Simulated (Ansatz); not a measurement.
Start from `CBC(F)Cl` and change one atom or group to get `CBC(O)F`.

Ansatz, PBE0-D4/def2-TZVP geometries, multiplicity 1. Each molecule was computed in one conformer, which needn't be the lowest. `CBC(F)Cl` holds a close contact that its SMILES doesn't draw: Cl···B 2.39 Å.

```
                                          property  `CBC(F)Cl`
           HOMO–LUMO gap (ωB97M-V/def2-TZVPP) / eV       11.83
                 LUMO energy (PBE/def2-TZVPP) / eV       -2.04
size of the dipole moment (ωB97M-V/def2-TZVPP) / D        1.19
                 HOMO energy (PBE/def2-TZVPP) / eV       -7.18
             LUMO energy (ωB97M-V/def2-TZVPP) / eV        0.91
             HOMO–LUMO gap (B3LYP/def2-TZVPP) / eV        7.14
```

Task: What does the change do to each property? (An estimate is asked.)

Result: The calculation gave: 
| property | `CBC(O)F` | shift |
| --- | --- | --- |
| HOMO–LUMO gap (ωB97M-V/def2-TZVPP) / eV | 11.56 | -0.27 |
| LUMO energy (PBE/def2-TZVPP) / eV | -2.33 | -0.29 |
| size of the dipole moment (ωB97M-V/def2-TZVPP) / D | 2.16 | 0.97 |
| HOMO energy (PBE/def2-TZVPP) / eV | -6.92 | 0.26 |
| LUMO energy (ωB97M-V/def2-TZVPP) / eV | 0.70 | -0.21 |
| HOMO–LUMO gap (B3LYP/def2-TZVPP) / eV | 6.77 | -0.37 |

With PBE0 the HOMO rises by 0.14 eV and the LUMO falls by 0.26 eV, so the gap narrows by about 0.40 eV. PBE moves the HOMO by 0.26 eV and ωB97M-V by 0.05 eV. Dipoles are sizes alone; their direction can turn.

B3LYP here is the variant with VWN-RPA as its local correlation; programs differ in this.
